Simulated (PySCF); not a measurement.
# Cs: excitation energy

Cs [Xe] 6s1 (2S) → Cs [Xe] 5d1 (2D), as a difference of total energies. Calculation: PySCF 2.14, in x2c-QZVPPall (16s10p8d5f2g, 139 functions); scalar relativity by spin-free X2C-1e. The calculations carry no spin-orbit coupling.

```csv
method,excitation energy (eV),error (eV)
UHF,1.855,+0.050
BP86,1.492,-0.313
BLYP,1.553,-0.252
r2SCANh,1.543,-0.262
```

Reference: 1.805 eV (measured; NIST levels, between the centres of gravity of the two terms).
